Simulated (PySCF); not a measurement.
**Working with the constants of CaPb⁺**

ROHF-SCS-MP2 constants of CaPb⁺, ²Π (doublet), unpaired electrons π ↑ (basis Ca def2-SVPD, Pb def2-SVPD with ECP60; scalar-relativistic core potentials; PySCF 2.14; masses 39.9626 and 207.9766 u):

| Item | Value |
| --- | --- |
| ωe | 130.0 cm⁻¹ |
| ωexe | 0.363 cm⁻¹ |
| Be | 0.043359 cm⁻¹ |
| αe | 0.000184 cm⁻¹ |

Q: What force constant and bond length do these constants imply?

A: Reduced mass μred = 33.521 u; k = 5.8918×10⁻⁷·μred·ωe² (u, cm⁻¹, mdyn/Å) = 0.334 mdyn/Å; Re = √(16.8576/(μred·Be)) (u, cm⁻¹, Å) = 3.406 Å.

Q: Estimate the centrifugal constant D from the Kratzer relation and find the Dunham coefficient a1.

A: D = 4Be³/ωe² = 1.93e-08 cm⁻¹; a1 = −1 − αeωe/(6Be²) = -3.12.

Correlated steps freeze 9 core orbitals. Spin–orbit coupling is left out, which matters for elements this heavy, above all for dissociation energies. The state is the lowest determinant that a PBE0 search found; another state may lie lower at other levels.
